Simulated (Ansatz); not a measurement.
H$_{3}$AlSe$_{3}$, singlet, geometry from GFN2-xTB (such geometries of metal compounds can be far from the true shape), atoms displaced at random by about 0.08 Å a coordinate; PBE0/STO-3G, gradient in Ansatz (a program for electronic structure).

The Ansatz input:
Ansatz 0.2 input:
```yaml
crystal:
  periodic: [false, false, false]
  atoms:
    - {symbol: Al, position_ang: [0.05573439, 0.05414028, -0.01711095]}
    - {symbol: Se, position_ang: [-2.16344037, -0.53628426, 0.12364729]}
    - {symbol: H, position_ang: [-1.95823730, -1.93927603, 0.42857029]}
    - {symbol: Se, position_ang: [0.55385717, 2.28213556, -0.37457435]}
    - {symbol: H, position_ang: [2.04947782, 1.94464220, -0.78576064]}
    - {symbol: Se, position_ang: [1.59747507, -1.55359610, 0.48342156]}
    - {symbol: H, position_ang: [2.65249394, -0.70788865, 0.68955672]}
basis:
  gaussian:
    orbitals: STO-3G
hamiltonian:
  xc: pbe0
output: {forces: true}
```

Output, abridged:

```
Functional definition: PBE0
675 factors; integrals over basis functions are off by at most 5.6e-5 eV
mean field evaluation 1: about -200417.2175 eV, gradient 2.7e1 eV
mean field evaluation 2: about -200416.3995 eV, gradient 3.2e1 eV
mean field evaluation 4: about -200420.5578 eV, gradient 3.8e-1 eV
mean field evaluation 8: about -200420.5422 eV, gradient 2.0e-2 eV
mean field -200420.54216194 eV, -7365.3190745287 hartree, gradient 1.4e-5 eV, S^2 0.000000; 0 other end points of the search recorded, 0 dependent functions left out
the calculation of the forces begins
reference -200420.54218076 eV, -7365.3190752204 hartree; 59, 59 occupied and 7, 7 virtual orbitals, 675 factors
Total energy: -200420.54218076 eV, -7365.3190752204 hartree
Atom 0 at     0.055734     0.054140    -0.017111 Å, force    -0.502301     0.281513     0.287186 eV/Å
Atom 1 at    -2.163440    -0.536284     0.123647 Å, force     0.767203     0.505036    -0.205107 eV/Å
Atom 2 at    -1.958237    -1.939276     0.428570 Å, force     0.181433    -0.148999     0.047911 eV/Å
Atom 3 at     0.553857     2.282136    -0.374574 Å, force     2.321371    -1.679541    -0.615887 eV/Å
Atom 4 at     2.049478     1.944642    -0.785761 Å, force    -2.427750     0.627371     0.724032 eV/Å
Atom 5 at     1.597475    -1.553596     0.483422 Å, force    -2.486055    -1.382955    -0.587970 eV/Å
Atom 6 at     2.652494    -0.707889     0.689557 Å, force     2.146099     1.797574     0.349834 eV/Å
Dipole moment:     0.456777    -0.096396    -0.061624 e Å
```
